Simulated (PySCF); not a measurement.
Compound: cyclopentylacetylene, C₇H₁₀.
Geometry (GFN2-xTB, Å), atoms numbered from 1 in this order:
```xyz
17
C7H10 angstrom
C      3.0455    0.6643   -0.1801
C      1.9428    0.4366    0.2254
C      0.6023    0.1505    0.6923
C     -0.4338    1.1765    0.1668
C     -1.4017    0.3764   -0.7079
C     -1.3691   -1.0218   -0.0990
C      0.1131   -1.2273    0.1966
H      4.0149    0.8648   -0.5266
H      0.6169    0.1690    1.7871
H     -0.9682    1.6234    1.0062
H      0.0475    1.9797   -0.3905
H     -2.4016    0.8090   -0.7167
H     -1.0354    0.3366   -1.7352
H     -1.7693   -1.7827   -0.7676
H     -1.9444   -1.0394    0.8287
H      0.2937   -2.0100    0.9323
H      0.6398   -1.4935   -0.7218
```

The closed-shell ground state was solved at several levels (PySCF, density fitting, gas phase, non-relativistic).

| level | basis functions | total energy (Eh) | HOMO (eV) | LUMO (eV) | gap (eV) | dipole (D) |
| --- | --- | --- | --- | --- | --- | --- |
| PBE0/pcSseg-1 | 169 | -272.3249 | -7.53 | 1.00 | 8.53 | 0.97 |
| B3LYP/def2-SVPD | 220 | -272.5137 | -7.31 | 0.32 | 7.63 | 1.00 |

Q: Estimate the row for B3LYP/pcJ-1, a basis of 289 functions; the other rows only guide the guess.

A: Total energy -272.7161 Eh, HOMO -7.27 eV, LUMO 0.73 eV, gap 8.00 eV, dipole 0.96 D.

Q: Over all these levels, which gives the widest orbital gap and which the narrowest?

A: PBE0/pcSseg-1 (global hybrid, 25 % exact exchange) has the widest, 8.53 eV, and B3LYP/def2-SVPD (global hybrid, 20 % exact exchange) the narrowest, 7.63 eV. Functional and basis both differ between the two, so the spread mixes both effects.

Q: How far do the dipole and the HOMO energy spread over the levels?

A: The dipole runs from 0.96 to 1.00 D (mean 0.98 D) and the HOMO from -7.53 to -7.27 eV.

One conformer stands for the species.
